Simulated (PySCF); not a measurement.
BF₂I, SMILES FB(F)I. Geometry: PBE0-D3(BJ)/def2-SVP. The def2 effective core potentials stand for the cores of I; spin–orbit coupling is left out.

Computed equilibrium geometry at PBE0-D3(BJ)/def2-SVP (PySCF confirms it by a frequency run) as bond lengths and angles, and its point group:
point group C2v.
Atoms: B1 F2 F3 I4. Bonded distances (Å): B1–F2 1.309, B1–F3 1.309, B1–I4 2.123. Bond angles (°): F2–B1–F3 119.1, F2–B1–I4 120.4, F3–B1–I4 120.4.
